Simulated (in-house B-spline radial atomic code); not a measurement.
# Mg⁴⁺: [He] 2s2 (2p1/2)1 (2p3/2)2 (3d3/2)1 (an excited or competing configuration)

Method: Dirac-Hartree-Fock, average of the jj configuration, Fermi nucleus of rms radius 3.057 fm. Calculated with a radial B-spline atomic code at the basis-set limit.

Screening seen three ways: the hydrogenic charge with the same mean radius, Z_r = [3n² - l(l+1)]/(2<r>), the one with the same energy, Z_e = n√(-2ε), and Slater's rules. Values are occupation-weighted means over j.

```tsv
shell	electrons	ε (eV)	<r> (bohr)	Z_r	Z_e	Slater
1s	2	-1466	0.1298	11.55	10.38	11.70
2s	2	-196.87	0.6288	9.54	7.61	8.90
2p	3	-167.96	0.5752	8.69	7.03	8.90
3d	1	-39.524	1.946	5.40	5.11	5.00
```

The least bound orbital is 3d3/2 at -39.52 eV, and it is also the most diffuse (<r> = 1.946 bohr).

For the 1s electron the small component carries 0.18 % of the norm, the zero-frequency Breit interaction raises the level by 0.6614 eV, self-energy by 0.2783 eV, and vacuum polarisation lowers it by 0.01612 eV.
